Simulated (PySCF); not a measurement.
A structure optimised at PBE-D3(BJ)/def2-TZVP, used in a PySCF frequency run:

```
C
H 1 1.1069
H 1 1.1069 2 104.31
C 1 1.5441 2 109.36 3 -116.88
H 4 1.1005 1 111.73 2 177.00
H 4 1.1005 5 106.84 1 -122.48
H 4 1.1015 5 107.02 6 -114.36
Be 1 1.6863 2 108.37 3 115.30
H 8 1.3460 2 152.61 1 179.71
```
Charge 0, spin multiplicity 1.

Q: Write its SMILES, formula and point group.

A: [BeH][CH2]C, C2H6Be, Cs

Q: What are its rotational constants (standard atomic weights)?

A: 34.698, 8.8480, 7.7212 GHz
